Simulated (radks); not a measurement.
The numbers below are computed, except where a source is named.
Fe I, 26 electrons, occupied as [Ar] 3d7 4s1 (not the ground configuration). Level of theory: scalar-relativistic Kohn-Sham, PBEsol, spin-unpolarised, spherical densities, finite nucleus; Fermi nuclear charge, rms radius 3.7377 fm (a radial shooting solver on a logarithmic mesh with Libxc functionals).

X-ray form factor f0, the Fourier transform of the density (f0(0) = 26):

sin(theta)/lambda (1/angstrom)  f0 (electrons)
0.05                                    25.381
0.1                                     23.875
0.15                                    22.050
0.2                                     20.206
0.25                                    18.437
0.3                                     16.769
0.4                                     13.825
0.5                                     11.488
0.6                                      9.754
0.8                                      7.655
1                                        6.544
1.25                                     5.583
1.5                                      4.708
2                                        3.184
